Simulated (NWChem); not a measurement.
Species: SiI2Cl2; SMILES Cl[Si](Cl)(I)I

All runs: NWChem. Coordinates come from a PBE0/def2-SVP optimisation. def2 effective core potentials on I; no spin-orbit coupling. Level MN15/def2-SVP: energy and gradient on several grids; changes count from the extra-fine grid, which is no exact limit either.

Problem. Which is the coarsest grid (xfine; xcoarse; coarse; fine; medium) from which on the energy stays within 500 μHa and each gradient component within 500 μHa/bohr of xfine?

Solution. coarse.
```
grid     size of the energy change (μHa)  largest change of a gradient component (μHa/bohr)
-------  -------------------------------  -------------------------------------------------
xcoarse                             1000                                                300
coarse                                30                                                100
medium                              < 10                                               < 30
fine                                < 10                                               < 30
xfine                               < 10                                               < 30
```
